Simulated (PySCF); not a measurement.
Job for PySCF: D3(BJ) and D4 dispersion corrections on C5H8 (SMILES C=CC(=C)C), a point of a torsion scan.

```python
from pyscf import gto
from pyscf.dispersion import dftd3, dftd4

mol = gto.M(
    atom='''
    C     1.11383141    1.58685466   -0.58368357
    C     0.30699274    1.03463875    0.31424753
    C    -0.31720135   -0.28502796    0.23953091
    C    -0.15027083   -1.13125675   -0.77417454
    C    -1.18453866   -0.63524053    1.41423428
    H     1.39611841    1.08790856   -1.49463224
    H     1.52596216    2.57074199   -0.43738694
    H     0.06524224    1.59517953    1.20947691
    H     0.46611824   -0.90007312   -1.62447855
    H    -0.63067004   -2.09475479   -0.78677334
    H    -1.61895061   -1.62494244    1.30090699
    H    -1.99075725    0.09099231    1.51577875
    H    -0.59922347   -0.61337049    2.33328305
    ''',
    basis='def2-svp',
    charge=0, spin=0, verbose=0, max_memory=1800)
d3, d4 = {}, {}
for xc in ['hf', 'pbe', 'blyp', 'revpbe', 'tpss', 'r2scan', 'b3lyp', 'pbe0', 'bhlyp', 'camb3lyp', 'b2plyp']:
    d3[xc] = float(dftd3.DFTD3Dispersion(mol, xc=xc, version='d3bj', atm=False).get_dispersion()['energy'])
    print(f'D3(BJ) {xc:10s} {d3[xc]:14.8f} Eh')
for xc in ['hf', 'pbe', 'blyp', 'revpbe', 'tpss', 'r2scan', 'b3lyp', 'pbe0', 'bhlyp', 'camb3lyp', 'b2plyp']:
    d4[xc] = float(dftd4.DFTD4Dispersion(mol, xc={'camb3lyp': 'cam-b3lyp'}.get(xc, xc), atm=True).get_dispersion()['energy'])
    print(f'D4     {xc:10s} {d4[xc]:14.8f} Eh')
```

Output:

```
D3(BJ) hf            -0.07709531 Eh
D3(BJ) pbe           -0.00983782 Eh
D3(BJ) blyp          -0.02038117 Eh
D3(BJ) revpbe        -0.02542775 Eh
D3(BJ) tpss          -0.01220011 Eh
D3(BJ) r2scan        -0.00277091 Eh
D3(BJ) b3lyp         -0.01655676 Eh
D3(BJ) pbe0          -0.00833956 Eh
D3(BJ) bhlyp         -0.01257627 Eh
D3(BJ) camb3lyp      -0.00726523 Eh
D3(BJ) b2plyp        -0.00745232 Eh
D4     hf            -0.03460928 Eh
D4     pbe           -0.00911070 Eh
D4     blyp          -0.02044204 Eh
D4     revpbe        -0.03149340 Eh
D4     tpss          -0.01233315 Eh
D4     r2scan        -0.00234068 Eh
D4     b3lyp         -0.01450844 Eh
D4     pbe0          -0.00762638 Eh
D4     bhlyp         -0.01001246 Eh
D4     camb3lyp      -0.00759715 Eh
D4     b2plyp        -0.00636631 Eh
```

The run finished.

Cost: very roughly 0.010 core-seconds.
